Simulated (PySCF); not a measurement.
**Computed properties of PbHCl, SMILES [Cl][PbH]**

PbHCl, SMILES [PbH][Cl] (connectivity only; charge and spin as stated), neutral, multiplicity 1. Geometry: B3LYP-D3(BJ)/def2-TZVP. The def2 effective core potentials stand for the cores of Pb; spin–orbit coupling is left out. The values are those of a single conformer. All values are computed for the isolated molecule unless a solvent is named; none is compared with measurement here.

**Structure.** The optimised structure has Cs symmetry. All 3 harmonic modes at B3LYP-D3(BJ)/def2-TZVP (PySCF) are real, so it is a minimum.

**Vibrations.** The strongest infrared lines (harmonic, unscaled, degenerate partners summed) lie at 1578 cm⁻¹ (497 km/mol, H 99 %), 301 cm⁻¹ (52 km/mol, Cl 85 %, Pb 15 %), 522 cm⁻¹ (30 km/mol, H 98 %). The softest mode is at 301 cm⁻¹ and the zero-point energy is 3.4 kcal/mol.

**Electronic structure.** B3LYP/def2-TZVPD (PySCF) places the frontier levels at -7.00 and -3.36 eV, a gap of 3.64 eV, and gives a dipole moment of 3.93 D and a mean polarisability of 62.4 bohr³.

**Excitations.** TDA-ωB97X/def2-TZVPD (PySCF) has S1 at 2.84 eV (437 nm, f = 0.008, weak); the most intense of the 10 singlets computed lies at 7.83 eV (f = 0.48). T1 (TDA) is at 2.36 eV, 0.48 eV under S1.
